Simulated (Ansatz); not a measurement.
Ansatz results at the PBE0-D4/def2-TZVP geometry: HOMO energy (PBE0/def2-TZVPP) -6.78 eV; LUMO energy (PBE/def2-TZVPP) -3.08 eV; LUMO energy (ωB97M-V/def2-TZVPP) -0.20 eV.

Which molecule gave them?
A. `N[SiH](F)[O][SbH2]`
B. `C[B]([AlH2])[GeH3]`
C. `[SiH3][Al]1[BH][SiH2]1`
D. `[SeH]C1CC=N1`

B. The others give `[SeH]C1CC=N1`: -6.70, -1.68, 1.61; `N[SiH](F)[O][SbH2]`: -7.44, -2.01, 0.52; `[SiH3][Al]1[BH][SiH2]1`: -6.29, -2.41, -0.03.
